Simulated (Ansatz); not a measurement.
**A substitution series on Hf: NH2 to OH**

Gas-phase molecules. On one Hf centre that keeps F, n of the NH2 ligands are replaced by OH. The dipole moment y in D at wB97M-V/def2-TZVPP. Shapes: PBE0-D4/def2-TZVP. Flexible molecules stand in one conformer, not always the lowest. Programs: Ansatz 0.2.0.

| molecule | n | y (D) |
| --- | --- | --- |
| Hf(NH2)3F | 0 | 1.90 |
| Hf(NH2)2(OH)F | 1 | 2.41 |
| Hf(NH2)(OH)2F | 2 | ? |
| Hf(OH)3F | 3 | 3.05 |

Task: Fit y = c + s·n to the known rows and predict Hf(NH2)(OH)2F.

Result: 
1. Means of the 3 rows: n = 1.33333, y = 2.453.
2. Σ(Δn)² = 4.6667, Σ(Δn·Δy) = 1.7467, so the slope is 1.7467/4.6667 = 0.37429.
3. Intercept: 2.453 − (0.37429) × 1.33333 = 1.954. The largest residual of the fit is 0.081.
4. Hf(NH2)(OH)2F: 1.954 + (0.37429) × 2 = 2.70 D.

The run gave 2.62 D, so the prediction is off by +0.08 D, about the largest residual. The steps per swap are uneven (+0.51, +0.21, +0.43), so a line is a poor model. Dipoles add as vectors. Other levels give for Hf(NH2)(OH)2F: r2SCAN-D4/def2-TZVPP 2.59; B3LYP-D4/def2-TZVPP 2.63 D. For atoms past krypton def2 sets carry core potentials with scalar relativity.
